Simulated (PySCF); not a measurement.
**Spinor energies of Ni²⁺ (nickel, charge +2)**

Start: [Ar] 3d7 4s1; 3d3/2 filled at m_j = +1/2, +3/2; 3d5/2 filled at m_j = -3/2, -1/2, +1/2, +3/2, +5/2; 4s1/2 filled at m_j = +1/2. Calculated with PySCF 2.14 in x2c-TZVPall-2c with one added diffuse shell each of s, p, d type (7s8p5d1f, 63 functions): generalised Hartree-Fock with the X2C-1e Hamiltonian and a Gaussian nucleus; one run each with spin-orbit coupling (SO) switched off, then screened by Boettger's factors. This is a chosen level, not necessarily the ground level.

```csv
spinor shell,electrons,"ε, spin-free (eV)","ε, screened SO (eV)",weight of nominal j (screened SO),"rms radius, screened SO (bohr)"
1s1/2,2,-8430.6,-8430.5,1.000,0.0624
2s1/2,2,-1079.6,-1079.5,1.000,0.265
2p1/2,2,-928.68,-941.19,0.995,0.236
2p3/2,4,-928.68,-922.51,0.998,0.239
3s1/2,2,-163.67,-163.65,1.000,0.789
3p1/2,2,-116.97,-122.91,0.645,0.831
3d5/2,5,-46.998,-48.222,0.577,0.997
3d3/2,2,-46.998,-43.958,0.674,1.02
4s1/2,1,-27.547,-27.546,1.000,2.51
```

Task: Where does 3p3/2 lie, and what is the 3p spin-orbit splitting (screened SO)?

Result: At -114.00 eV, 8.910 eV above 3p1/2.

```tsv
quantity	spin-free	screened SO
E (hartree)	-1518.02113	-1518.05898
M_J	5	5
⟨J²⟩	30.004	30.004
⟨L²⟩	12.003	12.024
⟨S²⟩	6.001	5.992
```

Each row is a mean over spinors that exchange with the open shell spreads, by up to 13.439 eV (3p3/2).

Rows whose weight is well below 1 are mixtures of j = l ± 1/2: exchange outweighs spin-orbit coupling there, and the label is only the starting occupation.

Without spin-orbit coupling the j labels of p, d and f shells carry no meaning; the spin-free column gives the mean over the occupied spinors of each nl shell.
